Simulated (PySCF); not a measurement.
**Atomic charges by several schemes**

Species: C7H6N4Si.
Geometry (GFN2-xTB, Å), atoms numbered from 1 in this order:
```xyz
18
C7H6N4Si angstrom
N      2.6157    2.4278   -1.1725
C      1.7174    1.7954   -0.8431
C      0.6053    1.0207   -0.4394
C     -0.6558    1.5895   -0.5111
C     -1.7237    0.7961   -0.1056
N     -3.0678    1.0281   -0.0456
N     -3.6448   -0.0035    0.3938
N     -2.7494   -0.9702    0.6502
C     -1.4981   -0.5279    0.3540
C     -0.2248   -1.0793    0.4181
C      0.8430   -0.3023    0.0195
Si     2.6162   -0.9715    0.0736
H     -0.8072    2.5972   -0.8640
H     -3.0417   -1.8645    1.0085
H     -0.0723   -2.0881    0.7702
H      3.3995   -0.1395    0.9837
H      3.1593   -0.9592   -1.2823
H      2.5204   -2.3424    0.5803
```

Density: PBE0/pcSseg-1 (PySCF); schemes: Mulliken, IAO, Hirshfeld and ESP-fitted. Isolated species at its GFN2-xTB geometry, gas phase.

At which atom do the 4 schemes differ most?

At C4: from -0.562 (ESP-fitted) to +0.138 e (Mulliken), 0.700 e apart.

Do the Mulliken, IAO, Hirshfeld and ESP-fitted schemes agree on where the charge is highest?

The schemes don't all agree: Mulliken Si12 (+0.595); IAO Si12 (+0.608); Hirshfeld Si12 (+0.314); ESP-fitted C5 (+0.673).

Tabulate the Mulliken, IAO, Hirshfeld and ESP-fitted charges.

In e:

```
atom                  environment  Mulliken     IAO  Hirshfeld  ESP-fitted
  N1             nitrile nitrogen    -0.230  -0.233     -0.207      -0.480
  C2               nitrile carbon    +0.089  +0.130     +0.079      +0.455
  C3  substituted aromatic carbon    -0.182  -0.052     +0.002      +0.005
  C4           aromatic CH carbon    +0.138  -0.119     -0.018      -0.562
  C5  ring-fusion aromatic carbon    +0.026  +0.054     +0.017      +0.673
  N6       pyridine-type nitrogen    -0.278  -0.174     -0.123      -0.398
  N7       pyridine-type nitrogen    +0.011  -0.052     -0.048      -0.179
  N8        pyrrole-type nitrogen    -0.358  -0.152     -0.019      -0.076
  C9  ring-fusion aromatic carbon    +0.275  +0.059     +0.037      +0.146
 C10           aromatic CH carbon    +0.008  -0.166     -0.053      -0.415
 C11  substituted aromatic carbon    -0.284  -0.246     -0.078      -0.126
Si12                 SiH3 silicon    +0.595  +0.608     +0.314      +0.444
 H13            aromatic hydrogen    +0.111  +0.188     +0.075      +0.265
 H14                 N–H hydrogen    +0.200  +0.314     +0.172      +0.295
 H15            aromatic hydrogen    +0.095  +0.161     +0.055      +0.229
 H16                Si–H hydrogen    -0.055  -0.100     -0.066      -0.087
 H17                Si–H hydrogen    -0.056  -0.100     -0.066      -0.086
 H18                Si–H hydrogen    -0.105  -0.117     -0.073      -0.103
```

Mean size of the charges over all atoms: ESP-fitted 0.279 e, Mulliken 0.172 e, IAO 0.168 e, Hirshfeld 0.083 e. Each set sums to the total charge, 0, to within 0.001 e. The Mulliken scheme gives each basis function's population to the atom it is centred on and halves the overlap population of two atoms between them. The ESP scheme is a least-squares fit of atom-centred charges to the potential on four shells outside the van der Waals surface, with the total charge fixed.

How many electrons does the Mulliken scheme count on C5?

Z − q = 6 − (+0.026) = 5.974.

How closely do the schemes follow one another over all atoms?

Correlation coefficient and root-mean-square difference: IAO with Hirshfeld 0.95, 0.109 e; Mulliken with IAO 0.86, 0.118 e; Mulliken with Hirshfeld 0.82, 0.147 e; IAO with ESP-fitted 0.74, 0.229 e; Hirshfeld with ESP-fitted 0.72, 0.267 e; Mulliken with ESP-fitted 0.51, 0.295 e.

These values come from a run that also computed NMR shieldings. Hardware: one thread of an Arm Neoverse V1, on a shared host. Cost: 53 s of wall time.
